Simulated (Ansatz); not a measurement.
Reaction (SMILES): F[C]Cl (closed-shell singlet) → C atom + Cl atom + F atom
B3LYP-D3(BJ)/def2-TZVP geometries, fixed; electronic energies without zero-point terms.
Largest species:
```
C
F 1 1.2975
Cl 1 1.7557 2 106.70
```
Charge 0, spin multiplicity 1.

Basis-set convergence of the atomisation energy at PBE0 with Ansatz (an electronic-structure program). Cartesian d functions, on some or all atoms, in 6-311G**, 6-311+G**; all else is spherical. The program fits the integrals of some runs and decomposes those of others, by size. Open shells are unrestricted. No added dispersion term, no relativity. Functions are those of the species that has most. Reference: the value in aug-cc-pV(5+d)Z, 216.79 kcal/mol, itself unsure by roughly 0.03 kcal/mol (its mean distance from pcseg-4, aug-pcseg-3, aug-cc-pV(Q+d)Z). Deviations are taken from unrounded values.

```json
[
 {"basis": "def2-SVP", "functions": "46", "atomisation energy (kcal/mol)": "217.31"},
 {"basis": "def2-SVPD", "functions": "70", "atomisation energy (kcal/mol)": "215.42"},
 {"basis": "pcseg-1", "functions": "46", "atomisation energy (kcal/mol)": "209.33"},
 {"basis": "aug-pcseg-1", "functions": "73", "atomisation energy (kcal/mol)": "213.28"},
 {"basis": "cc-pV(D+d)Z", "functions": "51", "atomisation energy (kcal/mol)": "212.67"},
 {"basis": "aug-cc-pV(D+d)Z", "functions": "78", "atomisation energy (kcal/mol)": "212.68"},
 {"basis": "6-311G**", "functions": "63", "atomisation energy (kcal/mol)": "210.69"},
 {"basis": "6-311+G**", "functions": "75", "atomisation energy (kcal/mol)": "210.23"},
 {"basis": "pcseg-2", "functions": "94", "atomisation energy (kcal/mol)": "215.89"},
 {"basis": "aug-pcseg-2", "functions": "142", "atomisation energy (kcal/mol)": "216.61"},
 {"basis": "cc-pV(T+d)Z", "functions": "99", "atomisation energy (kcal/mol)": "216.53"},
 {"basis": "aug-cc-pV(T+d)Z", "functions": "147", "atomisation energy (kcal/mol)": "216.25"},
 {"basis": "def2-TZVP", "functions": "99", "atomisation energy (kcal/mol)": "216.42"},
 {"basis": "def2-TZVPD", "functions": "123", "atomisation energy (kcal/mol)": "216.24"},
 {"basis": "def2-TZVPP", "functions": "104", "atomisation energy (kcal/mol)": "216.41"},
 {"basis": "def2-TZVPPD", "functions": "128", "atomisation energy (kcal/mol)": "216.23"},
 {"basis": "cc-pV(Q+d)Z", "functions": "174", "atomisation energy (kcal/mol)": "216.86"},
 {"basis": "aug-cc-pV(Q+d)Z", "functions": "249", "atomisation energy (kcal/mol)": "216.76"},
 {"basis": "def2-QZVPP", "functions": "184", "atomisation energy (kcal/mol)": "216.37"},
 {"basis": "def2-QZVPPD", "functions": "208", "atomisation energy (kcal/mol)": "216.46"},
 {"basis": "pcseg-3", "functions": "184", "atomisation energy (kcal/mol)": "216.71"},
 {"basis": "aug-pcseg-3", "functions": "259", "atomisation energy (kcal/mol)": "216.80"},
 {"basis": "cc-pV(5+d)Z", "functions": "282", "atomisation energy (kcal/mol)": "216.72"},
 {"basis": "aug-cc-pV(5+d)Z", "functions": "390", "atomisation energy (kcal/mol)": "216.79"}
]
```

What the diffuse functions change, pair by pair:
- def2-SVP to def2-SVPD: 24 more functions, deviation 0.52 to -1.37 kcal/mol
- pcseg-1 to aug-pcseg-1: 27 more functions, deviation -7.46 to -3.51 kcal/mol
- cc-pV(D+d)Z to aug-cc-pV(D+d)Z: 27 more functions, deviation -4.12 to -4.11 kcal/mol
- 6-311G** to 6-311+G**: 12 more functions, deviation -6.10 to -6.55 kcal/mol
- pcseg-2 to aug-pcseg-2: 48 more functions, deviation -0.90 to -0.18 kcal/mol
- cc-pV(T+d)Z to aug-cc-pV(T+d)Z: 48 more functions, deviation -0.26 to -0.54 kcal/mol
- def2-TZVP to def2-TZVPD: 24 more functions, deviation -0.37 to -0.55 kcal/mol
- def2-TZVPP to def2-TZVPPD: 24 more functions, deviation -0.38 to -0.56 kcal/mol
- cc-pV(Q+d)Z to aug-cc-pV(Q+d)Z: 75 more functions, deviation 0.07 to -0.03 kcal/mol
- def2-QZVPP to def2-QZVPPD: 24 more functions, deviation -0.42 to -0.33 kcal/mol
- pcseg-3 to aug-pcseg-3: 75 more functions, deviation -0.08 to 0.02 kcal/mol
- cc-pV(5+d)Z to aug-cc-pV(5+d)Z: 108 more functions, deviation -0.07 to 0.00 kcal/mol

Leaving out the reference's own pair, they bring the value nearer the reference by more than 0.03 kcal/mol in 5 of 11 pairs.
